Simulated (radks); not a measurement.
Q: Mn9+, configuration [Ne] 3s2 3p4 (the NIST ground configuration). Method: Dirac Kohn-Sham, PBE, spin-unpolarised, spherical densities, point nucleus; open shells are shared between the two j in proportion to 2j + 1; computed with a radial shooting solver on a logarithmic mesh with Libxc functionals. Some entries of the table are withheld. Estimate them.

orbital     occ.  eigenvalue (eV)  <r^2> (bohr^2)  r(max) (bohr)
1s1/2          2        -6647.005             (1)        0.03987
2s1/2          2        -960.5129         0.09130         0.2322
2p1/2          2              (2)         0.07315         0.1865
2p3/2          4              (3)         0.07476         0.1889
3s1/2          2        -271.0795          0.6701         0.6982
3p1/2    1.33333        -239.0447             (4)         0.6932
3p3/2    2.66667        -237.2803             (5)         0.6984
3d3/2          0        -187.5220             (6)         0.6199
3d5/2          0        -187.2543             (7)         0.6212
4s1/2          0        -119.0881           2.899          1.566
4p1/2          0        -107.8431           3.142          1.625
4p3/2          0        -107.3221           3.172          1.633

A: 
(1) 1s1/2 <r^2> (bohr^2): 0.004988
(2) 2p1/2 eigenvalue (eV): -854.4577
(3) 2p3/2 eigenvalue (eV): -843.9597
(4) 3p1/2 <r^2> (bohr^2): 0.6880
(5) 3p3/2 <r^2> (bohr^2): 0.6974
(6) 3d3/2 <r^2> (bohr^2): 0.6672
(7) 3d5/2 <r^2> (bohr^2): 0.6695
